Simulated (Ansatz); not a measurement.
`[CH3][GeH2][C](=N)Cl` → `[CH3][GeH]` + `N=CCl` at 500 K and 1 bar (germylene formation by 1,1-elimination).

Isolated molecules relaxed with PBE0-D4/def2-TZVP in Ansatz; ΔE leaves out vibrations. CCSD(T)/CBS adds triple-zeta CCSD(T) − MP2 to the extrapolated MP2 energy (def2 sets, frozen cores). This one scheme is used for every species. For Ge outer-core shells are correlated without core-valence functions, which leaves a few kJ/mol of doubt a bond. Scalar relativity is left out up to krypton. One conformer a species, not always the lowest.

```tsv
species	CCSD(T)/CBS energy (Eh)	H − E (kJ/mol)	S (J/(mol·K))
`[CH3][GeH2][C](=N)Cl`	-2670.28996	245.2	438.1
`[CH3][GeH]`	-2116.52215	134.7	307.3
`N=CCl`	-553.70684	105.7	288.6
```

H − E and S are ideal-gas, rigid-rotor, harmonic terms from PBE0-D4/def2-TZVP, for one conformer and one mirror image of each species. 1 Eh = 2625.50 kJ/mol, R = 8.31446 J/(mol·K).

Problem. By hand: ΔE, ΔH, ΔS and ΔG.

Solution. ΔE = (-2116.52215) + (-553.70684) − (-2670.28996) = 0.06097 Eh = 160.1 kJ/mol. Δ(H − E) = 134.7 + 105.7 − 245.2 = -4.8, so ΔH = 155.3 kJ/mol. ΔS = 307.3 + 288.6 − 438.1 = 157.8 J/(mol·K). ΔG = 155.3 − 500 × (157.8)/1000 = 76.4 kJ/mol.

Problem. By hand: the equilibrium constant, and the temperature at which ΔG would vanish if ΔH and ΔS stayed fixed.

Solution. log₁₀ K = −ΔG/(RT ln 10) = -8.0. ΔG = 0 at ΔH/ΔS = 984 K.

The number of gas molecules changes by +1, which sets the sign of ΔS. A doubt of 5 kJ/mol in ΔE shifts log₁₀ K by 0.5 here. Other conformers and mirror images would add mixing entropy, several J/(mol·K) or more a flexible species. Modes under 60 cm⁻¹, often nearly free rotors, make the harmonic entropy too high. These are equilibria of isolated gas molecules and say nothing of rates. Largest T1 diagnostic: 0.012 (customary marks: 0.02 for closed shells, 0.045 for open ones).
